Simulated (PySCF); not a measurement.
Property card for WOCl4, `[O]=[W]([Cl])([Cl])([Cl])[Cl]`

WOCl4 (singlet state).
Z-matrix (Å and degrees, PBE0-D3(BJ)/def2-SVP geometry), rows numbered from 1:
```
W 
O   1  1.6683
Cl  1  2.2986  2  103.99
Cl  1  2.2987  2  103.96  3   -90.01
Cl  1  2.2987  2  104.03  3   179.98
Cl  1  2.2987  2  104.01  3    89.99
```

PBE0-D3(BJ)/def2-SVP geometry optimisation, gas phase, def2 core potentials past Kr (PySCF):

```
Point group                  : C4v
Rotational constants A, B, C : 1.181, 1.181, 0.726 GHz
```

PBE0/def2-SVPD ground state and vertical TDDFT (core frozen in the response) (PySCF):

```
Dipole moment                                          : 0.52 D
HOMO energy                                            : -9.08 eV
LUMO energy                                            : -5.28 eV
HOMO–LUMO gap                                          : 3.80 eV
Lowest singlet excitation                              : 2.84 eV (436 nm, f = 0.000)
Strongest line among the 10 lowest singlet transitions : S5/S6 at 3.53 eV (352 nm, f = 0.089 summed over these states)
Lowest triplet excitation (Tamm–Dancoff)               : 2.13 eV
Static isotropic polarisability                        : 106.2 au
```

Monoisotopic mass from the formula: 339.8213 u.

Point group C4v permits a dipole; with 0.52 D the species has a pure rotational spectrum. The vertical singlet–triplet gap S1 − T1 is 0.71 eV (TDDFT singlet less Tamm–Dancoff triplet; S1: HOMO→LUMO, weight 0.98; T1: HOMO→LUMO, weight 1.00). The polarisability is 15.74 Å³ as a volume (1 au = 0.148185 Å³). The 10 singlets span 2.84 to 4.64 eV, and their oscillator strengths add up to 0.13. The largest Löwdin shares of the HOMO are 0.25 on Cl6, 0.25 on Cl5, 0.25 on Cl3 and 0.25 on Cl4. The largest Löwdin shares of the LUMO are 0.64 on W1.

Atoms past krypton carry effective core potentials; spin–orbit coupling is left out.
